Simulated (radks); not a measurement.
Ru3+, 41 electrons, occupied as [Kr] 4d5. All-electron calculation, Dirac Kohn-Sham, LDA (Slater exchange, Perdew-Wang correlation), spin-unpolarised, spherical densities, finite nucleus; open shells fill j = l - 1/2 first; Fermi nuclear charge, rms radius 4.4809 fm. Program: a radial shooting solver on a logarithmic mesh with Libxc functionals. Some entries of the table are withheld. Estimate them.

orbital,occ.,eigenvalue (eV),<1/r> (bohr^-1),<r> (bohr)
1s1/2,2,(1),45.83,(2)
2s1/2,2,-3183.914,10.48,0.1455
2p1/2,2,-2946.672,10.47,0.1237
2p3/2,4,-2815.965,9.916,0.1285
3s1/2,2,-589.3002,3.619,0.4032
3p1/2,2,-497.1766,(3),0.3961
3p3/2,4,-474.9779,(4),0.4068
3d3/2,4,(5),(6),0.3823
3d5/2,6,(7),(8),0.3857
4s1/2,2,-110.9493,1.366,1.010
4p1/2,2,-83.1180,1.250,1.089
4p3/2,4,-79.5742,1.210,1.118
4d3/2,4,-37.7251,0.9234,1.435
4d5/2,1,-37.3071,0.9142,1.447
5s1/2,0,-28.9879,0.5203,2.506
5p1/2,0,-22.4595,0.4539,2.861
5p3/2,0,-21.9355,0.4441,2.919

Answer. 
(1) 1s1/2 eigenvalue (eV): -21931.59
(2) 1s1/2 <r> (bohr): 0.03347
(3) 3p1/2 <1/r> (bohr^-1): 3.525
(4) 3p3/2 <1/r> (bohr^-1): 3.391
(5) 3d3/2 eigenvalue (eV): -311.2623
(6) 3d3/2 <1/r> (bohr^-1): 3.216
(7) 3d5/2 eigenvalue (eV): -306.9315
(8) 3d5/2 <1/r> (bohr^-1): 3.181
